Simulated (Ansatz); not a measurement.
Consider the hydrogenolysis of the Si–O bond: `CO[SiH2][SiH2]O` + H₂ → `CO[SiH2][SiH3]` + H₂O.

Isolated molecules relaxed with PBE0-D4/def2-TZVP in Ansatz; ΔE leaves out vibrations. CCSD(T)/CBS is the MP2 limit (def2-TZVPP, def2-QZVPP) plus CCSD(T) − MP2 in def2-TZVPP, frozen cores. This one scheme is used for every species. One conformer a species, not always the lowest.

```json
{"species": "`CO[SiH2][SiH2]O`", "CCSD(T)/CBS(def2) energy (Eh)": "-771.43401"}
{"species": "H₂", "CCSD(T)/CBS(def2) energy (Eh)": "-1.17544"}
{"species": "`CO[SiH2][SiH3]`", "CCSD(T)/CBS(def2) energy (Eh)": "-696.20864"}
{"species": "H₂O", "CCSD(T)/CBS(def2) energy (Eh)": "-76.37941"}
```

Question: Work out ΔE.

Answer: ΔE = (-696.20864) + (-76.37941) − (-771.43401) − (-1.17544) = 0.02140 Eh = +56.2 kJ/mol.

Largest T1 diagnostic among the species: 0.012.

The D4 term adds +6.2 kJ/mol with B3LYP and +3.4 kJ/mol with PBE0; it sums over pairs of atoms, weighted by their polarisabilities, and B3LYP, whose exchange is more repulsive, gets the larger term. At CCSD(T), def2-SVP lies −11.3 kJ/mol from the extrapolated value and def2-TZVPP −1.2 kJ/mol. From r2SCAN to r2SCAN0 (25 % exact exchange), in def2-TZVPP and without D4, ΔE moves by −3.8 kJ/mol.

B3LYP here is the variant with VWN-RPA as its local correlation; programs differ in this.
